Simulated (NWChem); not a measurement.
System: CCl$_{3}$F; SMILES FC(Cl)(Cl)Cl

The following NWChem deck was run.

```
start job
memory heap 200 mb stack 900 mb global 1100 mb
geometry units angstroms
  F      0.000000     0.000000     1.581889
  C      0.000000     0.000000     0.255563
  Cl     1.316118    -1.035361    -0.308385
  Cl    -1.554708    -0.622112    -0.308385
  Cl     0.238589     1.657472    -0.308385
end
basis spherical
  * library 6-31g*
end
dft
  xc b3lyp
  iterations 150
end
driver
  maxiter 120
end
task dft optimize
task dft freq
```

The level has its own optimisation; frequencies are unscaled.

Problem. What results follow from this input? (B3LYP/6-31G* (spherical d).) Quantities: r C–F (Å); r C–Cl (Å); highest harmonic frequency (cm⁻¹); lowest (cm⁻¹); zero-point energy (kcal/mol); dipole (D).

Solution. The r C–F (Å) comes out as 1.337. The r C–Cl (Å) is 1.788 and the highest harmonic frequency (cm⁻¹) is 1142. The lowest (cm⁻¹) comes out as 244 and the zero-point energy (kcal/mol) is 7.0. The dipole (D) comes out as 0.17.
